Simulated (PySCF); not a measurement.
**Atomic charges by several schemes**

Species: C₇H₁₃N₂P.
Cartesian coordinates in Å at the GFN2-xTB level; atoms count from 1:
```xyz
23
C7H13N2P angstrom
C     -2.2878   -1.2785   -0.2142
C     -2.0484    0.1803   -0.0313
P     -3.1254    1.4729   -0.4547
C     -1.8980    2.5443    0.1982
N     -0.8286    1.9604    0.6654
N     -0.9172    0.6473    0.5365
C      0.2063   -0.1416    0.9717
C      1.1853   -0.4601   -0.1709
C      1.7809    0.8237   -0.7392
C      2.2825   -1.3836    0.3505
H     -1.5467   -1.7237   -0.8780
H     -3.2730   -1.4276   -0.6489
H     -2.2484   -1.8055    0.7405
H     -1.9599    3.6169    0.2436
H      0.7240    0.4477    1.7323
H     -0.1575   -1.0683    1.4227
H      0.6394   -0.9757   -0.9684
H      0.9991    1.4819   -1.1092
H      2.3351    1.3559    0.0302
H      2.4562    0.5971   -1.5606
H      2.8342   -0.8981    1.1522
H      2.9805   -1.6276   -0.4460
H      1.8626   -2.3112    0.7336
```

Density: PBE0/pcSseg-1 (PySCF); schemes: Mulliken, IAO, Hirshfeld and ESP-fitted. Isolated species at its GFN2-xTB geometry (one conformer only).

Question: What partial charge does each atom carry?

Answer: In e:

```tsv
atom	environment	Mulliken	IAO	Hirshfeld	ESP-fitted
C1	benzylic-type carbon	-0.184	-0.427	-0.119	-0.615
C2	substituted aromatic carbon	-0.197	-0.147	-0.012	+0.113
P3	phosphorus bonded to 2 C	+0.280	+0.197	-0.013	-0.244
C4	aromatic CH next to a ring nitrogen	-0.186	-0.279	-0.083	+0.072
N5	pyridine-type nitrogen	-0.178	-0.229	-0.123	-0.543
N6	pyrrole-type nitrogen	-0.443	+0.058	+0.053	+0.414
C7	sp3 carbon bound to nitrogen	+0.123	-0.158	-0.012	-0.418
C8	sp3 CH carbon	-0.416	-0.092	-0.020	+0.505
C9	methyl carbon	-0.206	-0.420	-0.123	-0.637
C10	methyl carbon	-0.213	-0.420	-0.115	-0.589
H11	methyl hydrogen	+0.140	+0.152	+0.047	+0.168
H12	methyl hydrogen	+0.142	+0.166	+0.053	+0.231
H13	methyl hydrogen	+0.139	+0.153	+0.048	+0.171
H14	aromatic hydrogen	+0.110	+0.169	+0.050	+0.157
H15	methylene hydrogen	+0.133	+0.164	+0.051	+0.171
H16	methylene hydrogen	+0.126	+0.142	+0.048	+0.139
H17	methine hydrogen	+0.132	+0.125	+0.034	-0.015
H18	methyl hydrogen	+0.140	+0.151	+0.031	+0.169
H19	methyl hydrogen	+0.106	+0.138	+0.039	+0.167
H20	methyl hydrogen	+0.113	+0.138	+0.041	+0.151
H21	methyl hydrogen	+0.108	+0.137	+0.041	+0.153
H22	methyl hydrogen	+0.120	+0.146	+0.045	+0.151
H23	methyl hydrogen	+0.111	+0.136	+0.040	+0.130
```

Mean size of the charges over all atoms: ESP-fitted 0.266 e, IAO 0.189 e, Mulliken 0.176 e, Hirshfeld 0.054 e. Each set sums to the total charge, 0, to within 0.001 e. The Hirshfeld scheme weights the molecular density at each point by an atom's share of the summed free-atom densities. The Mulliken scheme counts on each atom the diagonal of the density matrix times the overlap matrix over that atom's basis functions.

Lowest charge. The schemes don't all agree: Mulliken N6 (-0.443); IAO C1 (-0.427); Hirshfeld N5 and C9 (-0.123); ESP-fitted C9 (-0.637).

Highest charge. The schemes don't all agree: Mulliken P3 (+0.280); IAO P3 (+0.197); Hirshfeld N6 and H12 (+0.053); ESP-fitted C8 (+0.505).

Question: How many electrons does the ESP-fitted scheme count on C7?

Answer: Z − q = 6 − (-0.418) = 6.418.

Question: How closely do the schemes follow one another over all atoms?

Answer: Correlation coefficient and root-mean-square difference: IAO with Hirshfeld 0.94, 0.155 e; Hirshfeld with ESP-fitted 0.81, 0.276 e; IAO with ESP-fitted 0.72, 0.226 e; Mulliken with IAO 0.69, 0.163 e; Mulliken with Hirshfeld 0.56, 0.170 e; Mulliken with ESP-fitted 0.11, 0.361 e.
